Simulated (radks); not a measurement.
Results of a calculation; reference values are marked as such.
All-electron atom: Cd I in [Kr] 4d9 5s2 5p1 (not the ground configuration). Code: a radial shooting solver on a logarithmic mesh with Libxc functionals. Model: scalar-relativistic Kohn-Sham, BLYP, spin-polarised, spherical densities, finite nucleus; open shells are filled with parallel spins first (spin-orbit coupling, left out, can overturn this in heavy ions); Fermi nuclear charge, rms radius 4.6087 fm.

X-ray form factor f0, the Fourier transform of the density (f0(0) = 48):

sin(theta)/lambda (1/angstrom)  f0 (electrons)
0.05                                    46.965
0.1                                     44.498
0.15                                    41.547
0.2                                     38.580
0.25                                    35.749
0.3                                     33.109
0.4                                     28.507
0.5                                     24.880
0.6                                     22.135
0.8                                     18.389
1                                       15.652
1.25                                    12.644
1.5                                     10.087
2                                        6.864
